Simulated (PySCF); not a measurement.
C2H4NO, SMILES CC([NH])=O (connectivity only; charge and spin as stated), charge -1, multiplicity 1.

Geometry: PBE0-D3(BJ)/def2-SVPD. The multiplicity is an assumed one; other spin states were not compared. The isomer is the one that the SMILES or the coordinates give; other isomers of the formula were not compared. One conformer was computed; it need not be the lowest.

Method: PBE/def2-TZVPD (PySCF).

The molecule is in vacuum. A positive occupied level means that this level leaves the electron formally unbound; only the finite basis holds it.

```
Item                                                              Result
------------------------------------------------  ----------------------
total energy                                          -208.47292 hartree
point group                                                           Cs
highest occupied level                                           0.64 eV
lowest empty level                                               3.73 eV
orbital gap                                                      3.09 eV
dipole moment about the centre of nuclear charge                  2.22 D
mean static polarisability                          57.3 bohr³ (8.50 Å³)
polarisability, principal values                  40.8, 62.1, 69.1 bohr³
```
